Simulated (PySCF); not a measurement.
Geometry:
| atom | x (Å) | y (Å) | z (Å) |
| --- | --- | --- | --- |
| Si1 | 3.523 | -0.168 | 0.999 |
| N2 | 2.180 | -0.972 | 0.210 |
| B3 | 0.782 | -0.734 | 0.240 |
| C4 | -0.199 | -1.703 | -0.545 |
| C5 | -1.395 | -0.970 | -1.159 |
| C6 | -2.066 | -0.032 | -0.160 |
| C7 | -1.109 | 1.033 | 0.366 |
| C8 | 0.111 | 0.433 | 1.075 |
| H9 | 4.265 | -1.130 | 1.871 |
| H10 | 4.491 | 0.354 | -0.014 |
| H11 | 3.018 | 0.959 | 1.829 |
| H12 | 2.453 | -1.770 | -0.360 |
| H13 | -0.577 | -2.422 | 0.210 |
| H14 | 0.323 | -2.316 | -1.300 |
| H15 | -1.054 | -0.374 | -2.025 |
| H16 | -2.133 | -1.686 | -1.558 |
| H17 | -2.941 | 0.449 | -0.628 |
| H18 | -2.458 | -0.623 | 0.689 |
| H19 | -1.648 | 1.721 | 1.039 |
| H20 | -0.770 | 1.651 | -0.485 |
| H21 | -0.226 | -0.033 | 2.023 |
| H22 | 0.816 | 1.225 | 1.373 |

- geometry from PBE0-D3(BJ)/def2-SVP
- NMR shieldings at HF/pcSseg-1/GIAO
- program: PySCF 2.14
- fast rotation and ring inversion assumed for equivalent nuclei, one computed conformer, in vacuum, non-relativistic

Problem. Predict the 2D correlation tables (HSQC, COSY, HMBC).

Solution. 

HSQC (one-bond C–H):
```csv
δH,δC
1.27 (H15/H16/H19/H20),24.2 (C5/C7)
1.25 (H17/H18),27.1 (C6)
0.57 (H13/H14/H21/H22),18.1 (C4/C8)
```

COSY cross peaks (H two or three bonds apart, from the bond graph; peaks can be absent where the dihedral angle is near 90°):
```csv
δH,δH
1.27 (H15/H16/H19/H20),1.25 (H17/H18)
1.27 (H15/H16/H19/H20),0.57 (H13/H14/H21/H22)
```

HMBC (two and three bonds, from the bond graph):
```csv
δH,δC
1.27 (H15/H16/H19/H20),"27.1 (C6), 24.2 (C5/C7), 18.1 (C4/C8)"
1.25 (H17/H18),"24.2 (C5/C7), 18.1 (C4/C8)"
0.57 (H13/H14/H21/H22),"27.1 (C6), 24.2 (C5/C7), 18.1 (C4/C8)"
```

Referencing at the same level of theory: $^{1}$H and $^{13}$C against TMS.

Short H···H contacts in this conformer between protons four or more bonds apart (candidates for NOE cross peaks, intensity ∝ r⁻⁶): H11···H22 2.26 Å, H13···H18 2.65 Å, H18···H21 2.67 Å.

Exchangeable OH/NH protons stand at their gas-phase positions; hydrogen bonding in a real sample shifts them, mostly to higher δ. A carbon bonded to boron is broadened by the quadrupolar boron nucleus and is often missing from a measured spectrum. Shifts are as computed. Against solution values, carbons near 30 ppm lie about -0 ppm off and those near 130 ppm about +7 ppm. Of 1211 compounds with measured shifts, 218 miss one by over three times the rms of a fit or turn the order of signals round; such compounds aren't used in these exercises.
